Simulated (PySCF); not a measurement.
Compound: C6H10ClNSi.
Z-matrix (Å and degrees, GFN2-xTB geometry), rows numbered from 1:
```
C 
C   1  1.3297
C   2  1.4496  1  122.41
N   3  1.2594  2  126.98  1  -178.96
Si  4  1.7084  3  138.25  2     4.59
Cl  5  2.0209  4  103.56  3  -138.48
C   5  1.9110  4  104.39  3   105.93
C   7  1.4855  5  111.22  4   -70.27
C   8  1.3210  7  124.70  5  -109.76
H   1  1.0767  2  122.22  3   179.53
H   1  1.0783  2  121.38  3    -0.43
H   2  1.0812  1  121.61  3  -179.44
H   3  1.0920  2  115.78  1     0.95
H   5  1.4655  4  121.43  3   -18.64
H   7  1.0898  5  109.54  4   167.83
H   7  1.0911  5  108.48  4    50.34
H   8  1.0831  7  115.15  5    68.60
H   9  1.0780  8  121.50  7    -1.51
H   9  1.0766  8  122.21  7   179.09
```

Computed at PBE0/pcSseg-1 (PySCF, non-relativistic), with Q(14N) = 0.02044 b, Q(35Cl) = −0.0817 b: N4, 14N (I = 1): χzz = -4.677 MHz, η = 0.594; Cl6, 35Cl (I = 3/2): χzz = -39.02 MHz, η = 0.099.

Problem. Find the zero-field quadrupole resonance frequencies of 14N at N4.

Solution. From ν± = (3/4)|χ|(1 ± η/3) and ν0 = |χ|η/2: ν+ 4.203 MHz, ν− 2.813 MHz, ν0 1.390 MHz (C=N nitrogen).

Problem. Find the zero-field quadrupole resonance frequencies of 35Cl at Cl6.

Solution. From ν = (|χ|/2)√(1 + η²/3): ν = 19.54 MHz (silicon-bound chlorine). For 37Cl the ratio of quadrupole moments, 0.7881, gives 15.40 MHz.

Problem. Apply the simplest Townes–Dailey estimate (no s hybridisation, no π bonding), ionic character = 1 − χzz/χ0, where χ0 is the coupling for one missing p electron along the bond: −109.74 MHz for 35Cl.

Solution. Cl6 on Si5: 1 − (-39.02)/(-109.74) = 0.64. In this model a purely covalent bond gives χ0 and a free halide ion gives zero; s hybridisation or π bonding, where present, is counted here as ionic character.

In a crystal, neighbours and librations shift these lines. Isolated species at its GFN2-xTB geometry (one conformer only). GFN2-xTB bond lengths can be off by several hundredths of an ångström, more for odd bonds, and the gradients follow them. With a basis this small, the couplings can be 20 % off.
